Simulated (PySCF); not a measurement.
# Computed NMR parameters against published values

Mapped SMILES: `[CH3:1][C:2]([CH3:3])([CH3:4])[S:5](=[O:6])(=[O:7])[Cl:8]`. Each H is labelled by its parent atom.

How the numbers were obtained: NMR shieldings at PBE0/pcSseg-1/GIAO, geometry from GFN2-xTB, in PySCF 2.14 (one conformer, equivalent nuclei averaged, gas phase, relativity neglected).

Reference values: measured (solution, not stated per compound (mostly CDCl3 or CCl4); Pretsch, Buehlmann, Badertscher, Structure Determination of Organic Compounds, 4th ed. (2009)).
```json
{"atoms": "C2", "quantity": "δ ¹³C", "reference": "74.2", "computed": "79.0", "computed, scaled": "74.9"}
{"atoms": "C1/C3/C4", "quantity": "δ ¹³C", "reference": "24.5", "computed": "23.6", "computed, scaled": "20.8"}
```

Computed shifts are σ(ref) − σ with the named reference compound (TMS for H and C) calculated as an isolated molecule at the same level. The measured values may be among those fitted. Shieldings were converted by linear fits to measured shifts (mostly CDCl3, TMS scale, for H and C): ¹³C: δ = 179.97 − 0.974σ (rms 2.1 ppm, 958 shifts, 2.3 ppm with the 13 outliers that the fit left out). Occasional misses reach two or three times the rms, and more in compound classes unlike the fitted ones.

**Question.** How far are the unscaled ¹³C shifts from the references?

**Answer.** Mean signed difference +1.95 ppm, mean absolute 2.85 ppm over 2 comparisons; the largest is +4.8 ppm at C2 (fully substituted sp3 carbon bonded to S).
